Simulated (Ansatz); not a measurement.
Molecule (SMILES): B=[N] (BH-N), doublet.
Atoms: B1, N2, H3. Bonds: B1-N2, B1-H3.

Basis-set convergence of the lowest harmonic wavenumber at MP2 with Ansatz (a quantum-chemistry and plane-wave program). Each level at its own minimum, finite differences of forces, unscaled; the reference is a large set that could be run, not a limit. Cartesian d functions, on some or all atoms, in 6-31G*; all else is spherical. Cores are frozen. Core-valence sets carry the plain set on hydrogen. Open shells are unrestricted. No added dispersion term, no relativity. Reference: the value in def2-QZVPP, 661 cm⁻¹, itself unsure by roughly 4 cm⁻¹ (its mean distance from cc-pVQZ, aug-cc-pVTZ, def2-TZVPPD). Deviations are taken from unrounded values.

```
basis              functions  lowest harmonic wavenumber (cm⁻¹)  minus reference (cm⁻¹)
-----------------  ---------  ---------------------------------  ----------------------
6-31G*                    32                                666                       5
cc-pVDZ                   33                                692                      30
def2-SVP                  33                                672                      11
6-311G**                  42                                687                      26
6-311+G**                 50                                659                      -3
aug-cc-pVDZ               55                                667                       5
def2-TZVP                 68                                659                      -2
cc-pVTZ                   74                                656                      -5
pcseg-2                   74                                668                       7
def2-TZVPP                76                                657                      -4
def2-TZVPPD               91                                660                      -1
jun-cc-pV(T+d)Z           92                                655                      -6
6-311++G(3df,3pd)         96                                656                      -6
cc-pCVTZ                 100                                661                       0
aug-cc-pVTZ              115                                654                      -7
cc-pVQZ                  140                                657                      -4
def2-QZVPP               144                                661                       0
```
